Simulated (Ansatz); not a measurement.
H2OSSi, SMILES `O[Si]S` (excited triplet; H–O–Si–S torsion 90°, O–Si–S–H torsion 87°) (charge 0, multiplicity 3). This triplet is an excited state, 2.18 eV above the relaxed singlet at the level frozen-core CCSD(T)/cc-pVTZ // PBE0-D3(BJ)/def2-TZVP (Ansatz, a first-principles code).

All values below come from PBE0/cc-pVTZ // PBE0-D3(BJ)/def2-TZVP in Ansatz.

Ansatz 0.2 input:
```yaml
crystal:
  periodic: [false, false, false]
  atoms:
    - { symbol: O, position_ang: [-1.529544, 0.213005, 0.092731] }
    - { symbol: Si, position_ang: [-0.206437, -0.772509, -0.036412] }
    - { symbol: S, position_ang: [1.654423, -0.081198, -0.774556] }
    - { symbol: H, position_ang: [-2.101201, 0.25313, -0.678459] }
    - { symbol: H, position_ang: [2.182756, 0.387569, 0.376026] }
basis:
  gaussian: { orbitals: cc-pVTZ }
hamiltonian:
  xc: pbe0
magnetization:
  spin_polarized: true
  initial_magnetization: 2
```

Output:

```
Functional definition: PBE0
855 factors; their error is unknown
mean field evaluation 1: about -20779.6050 eV, gradient 3.6e1 eV
mean field evaluation 2: about -20765.1068 eV, gradient 7.0e1 eV
mean field evaluation 4: about -20783.9893 eV, gradient 3.1e0 eV
mean field evaluation 8: about -20784.0906 eV, gradient 1.4e-1 eV
mean field evaluation 16: about -20784.0908 eV, gradient 2.2e-4 eV
mean field -20784.09077529 eV, -763.8012480292 hartree, gradient 7.1e-5 eV, S^2 2.004713; 0 other end points of the search recorded, 0 dependent functions left out
reference -20784.09080105 eV, -763.8012489757 hartree; 21, 19 occupied and 105, 107 virtual orbitals, 855 factors
Total energy: -20784.09080105 eV, -763.8012489757 hartree
```
